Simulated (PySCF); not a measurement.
Computed beside measured shifts

System: BHA (C15H24O2), SMILES COc1cc(C(C)(C)C)c(O)c(C(C)(C)C)c1.

Atom-mapped SMILES (hydrogens are numbered by the atom that bears them): [CH3:1][O:2][c:3]1[cH:4][c:5]([C:6]([CH3:7])([CH3:8])[CH3:9])[c:10]([OH:11])[c:12]([C:13]([CH3:14])([CH3:15])[CH3:16])[cH:17]1

Computed with GIAO PBE0/pcSseg-2, gas phase, PySCF SCF with an in-house response code, fitting set def2-universal-JFIT up to Ne and JKFIT beyond, grid level 2, non-relativistic, geometry: PBE0-D3(BJ)/def2-SVP.

One optimised conformer. Values are averaged over the atoms that symmetry or fast rotation interchanges, on this one geometry and without vibrational averaging. Shifts are the reference shielding less the shielding here, at the same level (13C, 1H against isolated TMS; 17O against isolated H2O); nuclei without a reference have shieldings only.

(1) What shifts does this level give for H on 4/17, H on 4/17, H on 4/17, H on 4/17, H on 4/17, H on 4/17, H on 4/17, H on 4/17, H on 4/17, H on 4/17, H on 4/17, H on 11, H on 11, H on 11, H on 11, H on 11, H on 11, H on 11, H on 11, H on 11, and how do they compare with measurement?

Answers

(1) 
| atom | nucleus | computed / ppm | measured / ppm | computed less measured | measured against | medium of the measurement |
| --- | --- | --- | --- | --- | --- | --- |
| H on 4/17 | 1H | 6.90 | 6.68 | 0.22 | TMS | THF-d8 |
| H on 4/17 | 1H | 6.90 | 6.73 | 0.17 | TMS | CD2Cl2 |
| H on 4/17 | 1H | 6.90 | 6.76 | 0.14 | TMS | CDCl3 |
| H on 4/17 | 1H | 6.90 | 6.83 | 0.07 | TMS | toluene-d8 |
| H on 4/17 | 1H | 6.90 | 6.93 | -0.03 | TMS | C6D6 |
| H on 4/17 | 1H | 6.90 | 6.83 | 0.07 | TMS | C6D5Cl |
| H on 4/17 | 1H | 6.90 | 6.72 | 0.18 | TMS | acetone-d6 |
| H on 4/17 | 1H | 6.90 | 6.62 | 0.28 | TMS | DMSO-d6 |
| H on 4/17 | 1H | 6.90 | 6.73 | 0.17 | TMS | CD3CN |
| H on 4/17 | 1H | 6.90 | 6.87 | 0.03 | TMS | TFE-d3 |
| H on 4/17 | 1H | 6.90 | 6.71 | 0.19 | TMS | CD3OD |
| H on 11 | 1H | 5.13 | 5.64 | -0.51 | TMS | THF-d8 |
| H on 11 | 1H | 5.13 | 4.76 | 0.37 | TMS | CD2Cl2 |
| H on 11 | 1H | 5.13 | 4.76 | 0.37 | TMS | CDCl3 |
| H on 11 | 1H | 5.13 | 4.45 | 0.68 | TMS | toluene-d8 |
| H on 11 | 1H | 5.13 | 4.53 | 0.60 | TMS | C6D6 |
| H on 11 | 1H | 5.13 | 4.62 | 0.51 | TMS | C6D5Cl |
| H on 11 | 1H | 5.13 | 5.65 | -0.52 | TMS | acetone-d6 |
| H on 11 | 1H | 5.13 | 6.52 | -1.39 | TMS | DMSO-d6 |
| H on 11 | 1H | 5.13 | 4.98 | 0.15 | TMS | CD3CN |

Measured values: Fulmer et al., Organometallics 2010, 29, 2176.
